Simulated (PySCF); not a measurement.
# Computed records: CH4B

Computed with PySCF 2.14.0. Calculation on a computer-drawn molecule: the log of a Hartree-Fock and frozen-core CCSD(T) single point meant for a local Hartree-Fock minimum, with one planted fault or none, to be diagnosed. Offsets are logged minus clean, where the clean run is the same molecule without the fault. The reference is restricted for singlets and unrestricted otherwise, and also for a bond in bohr or an excited solution. Adding or removing an electron swaps singlet and doublet. The excited solution moves the top pair (singlet) or top alpha electron (doublet) to the lowest empty orbital. Highest occupied and lowest empty are orbital energies over both spins, largest force is the largest gradient component, triples share is (T) over the correlation energy, the T1 limit is 0.02 restricted and 0.045 unrestricted, electrons count all cores, a negative frequency is imaginary (commonest isotopes), and the dipole is about the centre of nuclear charge.

Common to all runs: meant charge 0; meant multiplicity 2; meant basis cc-pVDZ; logged electrons 15; logged basis functions 48; logged SCF converged yes; possible faults no fault, one electron removed, one electron added, multiplicity raised by two, geometry at a saddle point, SCF held on an excited solution, minimal basis STO-3G, one bond length entered in bohr, all coordinates scaled.

(1) CH4B

Logged structure:
```xyz
6
CH4B
B      0.0094     0.6607     1.7598
C     -1.3985     0.1631     1.3925
H      0.9061    -0.1212     1.9252
H      0.2251     1.8357     1.8849
H     -1.6375    -0.8893     1.2698
H     -2.2376     0.8344     1.2340
```

```
logged spin squared               : 0.7567
logged highest occupied           : -3.6114 eV
logged lowest empty               : -2.7537 eV
logged largest force              : 0.12089 hartree/bohr
logged dipole magnitude           : 5.0175 debye
logged SCF stable within its kind : no
logged energy HF                  : -64.58819 hartree
planted fault                     : SCF held on an excited solution
HF energy offset from clean run   : 151.3 kcal/mol
```

Drawn bonds:
```csv
atom,other atom,order
1,2,1
1,3,1
1,4,1
2,5,1
2,6,1
```

Notes: coupled-cluster numbers left out as unreliable.

(2) CH4B

Structure as in entry 1.

```
logged spin squared                  : 0.757
logged highest occupied              : -10.963 eV
logged lowest empty                  : 1.0425 eV
logged largest force                 : 4.125e-05 hartree/bohr
logged lowest frequency              : 370.93 cm⁻¹
logged T1 diagnostic                 : 0.011348
logged D1 diagnostic                 : 0.044631
logged triples share                 : 0.021269
logged CC converged                  : yes
logged dipole magnitude              : 0.98975 debye
logged SCF stable within its kind    : yes
logged energy HF                     : -64.82929 hartree
logged energy CCSD(T)                : -65.07187 hartree
planted fault                        : no fault
HF energy offset from clean run      : 0 kcal/mol
CCSD(T) energy offset from clean run : 0 kcal/mol
```

Drawn bonds:
```csv
atom,other atom,order
1,2,1
1,3,1
1,4,1
2,5,1
2,6,1
```
